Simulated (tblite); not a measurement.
C5H11BO2S.
SMILES with atom numbers: `[CH3:1][O:2][B:3]([O:4][CH3:5])[C@@H:6]1[CH2:7][C@@H:8]1[SH:9]` (hydrogens: H10, H11, H12 on C1; H13, H14, H15 on C5; H16 on C6; H17, H18 on C7; H19 on C8; H20 on S9)

Computed with GFN2-xTB (tblite), gas phase: L-BFGS steps from a force-field or distance-geometry start until the largest atomic force falls under 0.01 eV/Å.

Step 66: E = -788.2628 eV
```
atom  x, y, z in Å  |  force x, y, z in eV/Å
C1     -1.7160   -2.1326    0.2268    0.016  -0.001   0.012
O2     -0.6451   -1.3572   -0.2622    0.009   0.014  -0.009
B3     -0.5806   -0.0158   -0.1354    0.036  -0.014   0.035
O4     -1.6308    0.6388    0.4263   -0.032  -0.029   0.024
C5     -1.6898    2.0139    0.6990    0.007  -0.005   0.007
C6      0.7506    0.6905   -0.6427    0.002  -0.012  -0.017
C7      1.7867   -0.1061   -1.3929    0.022  -0.011   0.020
C8      2.0836    0.3643   -0.0118   -0.006   0.001  -0.001
S9      2.1540   -0.8241    1.3437    0.003   0.025  -0.011
H10    -1.3047   -3.0886    0.5546   -0.002  -0.017  -0.022
H11    -2.2083   -1.6392    1.0659   -0.019   0.020  -0.026
H12    -2.4430   -2.3005   -0.5718    0.002   0.008   0.013
H13    -2.2055    2.5314   -0.1155    0.026  -0.003  -0.005
H14    -0.6958    2.4448    0.8308    0.008   0.026   0.001
H15    -2.2598    2.1466    1.6203   -0.019  -0.004   0.003
H16     0.6536    1.7286   -0.9483    0.023  -0.012   0.001
H17     2.3147    0.3594   -2.2128   -0.008  -0.011  -0.007
H18     1.5845   -1.1580   -1.5234   -0.020   0.010  -0.013
H19     2.7965    1.1669    0.1347   -0.033   0.008  -0.007
H20     3.2501   -1.4524    0.9116   -0.015   0.006   0.002
```

Step 67: E = -788.2632 eV
```
atom  x, y, z in Å  |  force x, y, z in eV/Å
C1     -1.7148   -2.1310    0.2261    0.010   0.000   0.004
O2     -0.6451   -1.3563   -0.2658    0.014   0.020   0.001
B3     -0.5804   -0.0153   -0.1367    0.034  -0.002   0.039
O4     -1.6299    0.6373    0.4289   -0.027  -0.023   0.025
C5     -1.6899    2.0125    0.7013    0.009  -0.006   0.004
C6      0.7506    0.6914   -0.6438    0.002  -0.020  -0.032
C7      1.7870   -0.1082   -1.3917    0.014  -0.004   0.020
C8      2.0823    0.3656   -0.0110    0.000  -0.005  -0.013
S9      2.1542   -0.8222    1.3455    0.007   0.034  -0.023
H10    -1.3024   -3.0861    0.5536   -0.003  -0.031  -0.015
H11    -2.2084   -1.6377    1.0644   -0.007   0.026  -0.018
H12    -2.4421   -2.2987   -0.5715   -0.012  -0.005  -0.003
H13    -2.2015    2.5292   -0.1161    0.020   0.004  -0.005
H14    -0.6966    2.4438    0.8368    0.012   0.023   0.001
H15    -2.2635    2.1461    1.6203   -0.019  -0.008  -0.001
H16     0.6558    1.7290   -0.9522    0.016  -0.016   0.006
H17     2.3154    0.3542   -2.2139   -0.017  -0.020   0.015
H18     1.5823   -1.1605   -1.5184   -0.012   0.024  -0.015
H19     2.7944    1.1691    0.1337   -0.025   0.006  -0.002
H20     3.2476   -1.4513    0.9075   -0.016   0.002   0.010
```

Problem. Estimate the geometry and energy of step 68. (The exact step hangs on the optimiser's Hessian estimate; all steps are aligned on step 67, rigid shifts and turns removed.)

Solution. E = -788.2636 eV, largest force 0.047 eV/Å
```
atom  x, y, z in Å  |  force x, y, z in eV/Å
C1     -1.7130   -2.1300    0.2259    0.003   0.001  -0.011
O2     -0.6445   -1.3554   -0.2695    0.011   0.010   0.017
B3     -0.5797   -0.0152   -0.1374    0.016   0.012   0.035
O4     -1.6290    0.6351    0.4324   -0.005  -0.008   0.024
C5     -1.6888    2.0109    0.7036    0.008  -0.004   0.002
C6      0.7500    0.6923   -0.6464    0.000  -0.020  -0.031
C7      1.7877   -0.1096   -1.3905    0.002   0.000   0.005
C8      2.0800    0.3673   -0.0103    0.009  -0.006  -0.019
S9      2.1518   -0.8194    1.3470    0.018   0.033  -0.028
H10    -1.2995   -3.0847    0.5527   -0.005  -0.031  -0.009
H11    -2.2077   -1.6363    1.0633    0.009   0.027  -0.011
H12    -2.4413   -2.2976   -0.5705   -0.016  -0.015  -0.012
H13    -2.1961    2.5268   -0.1170    0.015   0.006  -0.001
H14    -0.6958    2.4426    0.8423    0.006   0.011   0.003
H15    -2.2663    2.1459    1.6202   -0.015  -0.010  -0.009
H16     0.6574    1.7295   -0.9570    0.006  -0.018   0.009
H17     2.3165    0.3500   -2.2145   -0.020  -0.025   0.031
H18     1.5806   -1.1619   -1.5148   -0.004   0.028  -0.015
H19     2.7908    1.1718    0.1335   -0.014   0.007   0.002
H20     3.2419   -1.4514    0.9039   -0.024   0.003   0.018
```

The energy changes by -0.0004 eV. The first-order estimate −F·Δx gives -0.0006 eV and the mean of the old and new forces, exact on a quadratic surface, -0.0004 eV. The step makes an angle of 75° with the force vector and moves no atom by more than 0.007 Å.

What follows is the cost of the whole relaxation. The run took 1.9 s wall on an Arm Neoverse V1 with one thread, no GPU, shared host.
